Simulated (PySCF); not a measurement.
A TDDFT job was run through a driver script with this input:

```
{"job": {"kind": "uv", "xc": "PBE0", "basis": "def2-SVPD", "dynamic": true, "nstates": 6, "ntriplets": 0, "group": "solv-AZAFPRBFKNFGSC-UHFFFAOYSA-N-uv", "role": "base"}, "charge": 0, "multiplicity": 1}
C     -1.104747    -1.768624     0.911805
C     -1.198634    -0.359290     0.347338
As     0.262526     0.833947     0.928956
C     -0.304288     2.411888    -0.094628
C      1.625757     0.259805    -0.423315
C      2.177716    -1.045547    -0.138024
N      2.587788    -2.100571     0.110748
H     -0.202554    -2.294270     0.566348
H     -1.076333    -1.758305     2.012322
H     -1.975771    -2.370115     0.608754
H     -1.233083    -0.362457    -0.754840
H     -2.122872     0.135131     0.690427
H     -1.162941     2.873297     0.413956
H      0.511886     3.148150    -0.120486
H     -0.594033     2.152296    -1.123825
H      2.433058     1.008257    -0.412031
H      1.171156     0.261650    -1.426485
```

The calculation used TDDFT PBE0/def2-SVPD, vertical, gas phase, core orbitals frozen in the response (PySCF 2.14.0, density-fitted response routines). Job line and output are in the format of a driver script around the code.

Give the output.

```
coarse grid: 63072 points
cycle   1  E = -2486.0747568058  dE = -3.054e-01  |g| = 5.249e-01  |ddm| = 5.532e+00
cycle   2  E = -2485.9296740673  dE =  1.451e-01  |g| = 9.605e-01  |ddm| = 1.707e+00
cycle   3  E = -2486.1339119246  dE = -2.042e-01  |g| = 1.990e-01  |ddm| = 1.189e+00
cycle   4  E = -2486.1425700612  dE = -8.658e-03  |g| = 3.905e-02  |ddm| = 2.243e-01
cycle   5  E = -2486.1429051168  dE = -3.351e-04  |g| = 1.194e-02  |ddm| = 6.600e-02
cycle   6  E = -2486.1429471367  dE = -4.202e-05  |g| = 2.710e-03  |ddm| = 2.281e-02
cycle   7  E = -2486.1429488119  dE = -1.675e-06  |g| = 7.780e-04  |ddm| = 4.425e-03
final grid: 133832 points
cycle   8  E = -2486.1429741848  dE = -9.004e-08  |g| = 1.033e-03  |ddm| = 1.122e-02
cycle   9  E = -2486.1429738226  dE =  3.622e-07  |g| = 1.570e-03  |ddm| = 3.728e-03
cycle  10  E = -2486.1429744587  dE = -6.361e-07  |g| = 3.279e-04  |ddm| = 2.111e-03
cycle  11  E = -2486.1429744823  dE = -2.363e-08  |g| = 4.595e-05  |ddm| = 3.638e-04
cycle  12  E = -2486.1429744828  dE = -4.829e-10  |g| = 8.415e-06  |ddm| = 7.133e-05
converged SCF energy = -2486.1429744828

Static polarisability (au): isotropic 96.984, principal 79.027 96.158 115.765

Singlet excitations
state   eV       nm        f      main configurations
  1   6.0011    206.6   0.08484   H->L 0.97
  2   6.4242    193.0   0.06190   H->L+1 0.74, H->L+2 0.21
  3   6.4816    191.3   0.05522   H->L+2 0.74, H->L+1 0.23
  4   6.7859    182.7   0.01451   H->L+3 0.94
  5   7.0233    176.5   0.06654   H->L+4 0.95
  6   7.3239    169.3   0.05547   H-1->L 0.33, H-1->L+3 0.19, H-3->L 0.14
```

One conformer (not necessarily the lowest) at the PBE0-D3(BJ)/def2-SVP geometry, without solvent, vibrations or thermal averaging. The PBE0/def2-SVPD calculation is non-relativistic and has no spin–orbit coupling, an omission that weighs most on arsenic.

The SCF starts on a coarse grid; the energy jumps when the final grid takes over, and dE counts afresh there. H and L stand for HOMO and LUMO.

The values belong to the conformer `[CH3:1][CH2:2][As:3]([CH3:4])[CH2:5][C:6]#[N:7]`: C1–C2–As3–C4 178°, C2–As3–C5–C6 -74°.
